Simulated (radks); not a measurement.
Values are calculated unless marked as measured or tabulated.
All-electron atom: the gold ion Au3+ in [Kr] 4d10 4f14 5s1.5 5p6 5d8.5 (fractional occupations, a model configuration).

Code: a radial shooting solver on a logarithmic mesh with Libxc functionals. Model: scalar-relativistic Kohn-Sham, PBE, spin-polarised, spherical densities, point nucleus; open shells are filled with parallel spins first (spin-orbit coupling, left out, can overturn this in heavy ions).

Energy parts (eV):
total: -517223.40
kinetic: 578870.70
electron-nucleus: -1284296.32
Hartree: 198025.82
exchange-correlation: -9823.60

Orbitals (lengths in bohr, moments of r in powers of bohr; r(90%) holds 90 % of the orbital's charge):
orbital  occ.  eigenvalue (eV)      <r>   <1/r>  r(90%)
1s up       1        -80828.13  0.01686   95.83  0.0308
1s down     1        -80828.04  0.01686   95.83  0.0308
2s up       1        -14293.12  0.07111   22.46   0.110
2s down     1        -14292.93  0.07111   22.46   0.110
2p up       3        -12359.63  0.06424   19.97   0.105
2p down     3        -12359.46  0.06424   19.97   0.105
3s up       1        -3403.270   0.1838   8.326   0.270
3s down     1        -3403.159   0.1838   8.326   0.270
3p up       3        -2842.580   0.1851   7.592   0.277
3p down     3        -2842.462   0.1851   7.592   0.277
3d up       5        -2244.317   0.1677   7.145   0.260
3d down     5        -2244.161   0.1677   7.145   0.260
4s up       1        -769.2180   0.4070   3.568   0.583
4s down     1        -768.9854   0.4070   3.568   0.583
4p up       3        -585.3962   0.4335   3.221   0.629
4p down     3        -585.1607   0.4335   3.221   0.628
4d up       5        -364.8774   0.4583   2.887   0.684
4d down     5        -364.5919   0.4581   2.887   0.683
5s up       1        -146.7341   0.9221   1.468    1.32
5s down   0.5        -145.3408   0.9212   1.470    1.31
4f up       7        -120.0478   0.4980   2.464   0.800
4f down     7        -119.6517   0.4969   2.467   0.797
5p up       3         -97.5538    1.058   1.253    1.53
5p down     3         -96.0633    1.058   1.254    1.53
5d up       5         -41.9810    1.416  0.9177    2.14
5d down   3.5         -40.6160    1.427  0.9120    2.16

The highest occupied level is 5d down at -40.616 eV. Summed over all electrons, <r^2> = 37.80 bohr^2, which gives a Langevin (diamagnetic) susceptibility term of -29.9 x 10^-6 cm^3/mol.
